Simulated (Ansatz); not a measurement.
`[SH][GeH]` and `[SH][Ge][Cl]` differ in one atom or group.

Ansatz, PBE0-D4/def2-TZVP geometries, multiplicity 1. Each molecule was computed in one conformer, which needn't be the lowest.

Scalar relativity is left out up to krypton.

```tsv
property	`[SH][GeH]`
LUMO energy (PBE0/def2-TZVPP) / eV	-2.58
size of the dipole moment (ωB97M-V/def2-TZVPP) / D	0.97
LUMO energy (ωB97M-V/def2-TZVPP) / eV	-0.63
LUMO energy (B3LYP/def2-TZVPP) / eV	-2.78
HOMO energy (PBE/def2-TZVPP) / eV	-6.05
HOMO–LUMO gap (ωB97M-V/def2-TZVPP) / eV	8.61
```

(1) Give the same properties after the change, and the shifts. (Estimate.)

Results:

(1) Computed: 
```
                                          property  `[SH][Ge][Cl]`  shift
                LUMO energy (PBE0/def2-TZVPP) / eV           -2.71  -0.13
size of the dipole moment (ωB97M-V/def2-TZVPP) / D            1.05   0.08
             LUMO energy (ωB97M-V/def2-TZVPP) / eV           -0.78  -0.15
               LUMO energy (B3LYP/def2-TZVPP) / eV           -2.89  -0.11
                 HOMO energy (PBE/def2-TZVPP) / eV           -6.51  -0.46
           HOMO–LUMO gap (ωB97M-V/def2-TZVPP) / eV            8.85   0.24
```

With PBE0 the HOMO falls by 0.47 eV and the LUMO falls by 0.13 eV, so the gap widens by about 0.34 eV. PBE moves the HOMO by -0.46 eV and ωB97M-V by -0.39 eV. Dipoles are sizes alone; their direction can turn.

B3LYP here is the variant with VWN-RPA as its local correlation; programs differ in this.
